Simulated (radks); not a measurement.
Task: Neutral antimony, [Kr] 4d10 5s2 5p3. Method: non-relativistic Kohn-Sham, PBE, spin-polarised, spherical densities, point nucleus; computed with a radial shooting solver on a logarithmic mesh with Libxc functionals. Every spin shell is full or empty, so the densities are truly spherical. Functionals are evaluated on that one density, not self-consistently. Rank these exchange functionals by their error against the exact value of the orbitals, and give that value: LDA, PBE, revPBE, PW91, OPTX, WC, AM05, B86b, APBE, TPSS, r2SCAN, MS2, MVS.

Result: Exact: -163.751 hartree. From best to worst, with 100 (|E| - |E exact|)/|E exact| (equal figures are ties): B86b -0.01, PW91 -0.02, MVS +0.07, r2SCAN -0.11, APBE +0.30, revPBE -0.30, TPSS -0.30, PBE -0.43, MS2 -0.60, WC -0.86, OPTX +1.24, AM05 -4.50, LDA -4.82.
